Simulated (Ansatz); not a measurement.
`[OH][Ge]([OH])([SiH3])[GeH3]` + `F[SiH]1CO1` → `F[Si@@H]1O[C@H]1[SiH3]` + `[OH][GeH]([OH])[GeH3]`  (formal exchange of groups at the Si–Ge bond)

Program: Ansatz. Geometries: PBE0-D4/def2-TZVP. ΔE: electronic, gas phase. CCSD(T)/CBS adds triple-zeta CCSD(T) − MP2 to the extrapolated MP2 energy (def2 sets, frozen cores). For Ge outer-core shells are correlated without core-valence functions, which leaves a few kJ/mol of doubt a bond. Scalar relativity is left out up to krypton. One conformer a species, not always the lowest.

```json
{"species": "`[OH][Ge]([OH])([SiH3])[GeH3]`", "CCSD/CBS(def2) energy (Eh)": "-4596.47526"}
{"species": "`F[SiH]1CO1`", "CCSD/CBS(def2) energy (Eh)": "-503.91591"}
{"species": "`F[Si@@H]1O[C@H]1[SiH3]`", "CCSD/CBS(def2) energy (Eh)": "-794.19008"}
{"species": "`[OH][GeH]([OH])[GeH3]`", "CCSD/CBS(def2) energy (Eh)": "-4306.19509"}
```

**Question.** Work out ΔE.

**Answer.** ΔE = (-794.19008) + (-4306.19509) − (-4596.47526) − (-503.91591) = 0.00600 Eh = +0.16 eV. CCSD(T)/CBS gives +0.17 eV.

Largest T1 diagnostic among the species: 0.014.

In def2-TZVPP, CCSD(T) changes the Hartree–Fock value by +0.08 eV (the triples alone add +0.01 eV) and MP2 by +0.06 eV. From PBE to PBE0 (25 % exact exchange), in def2-TZVPP and without D4, ΔE moves by −0.04 eV.
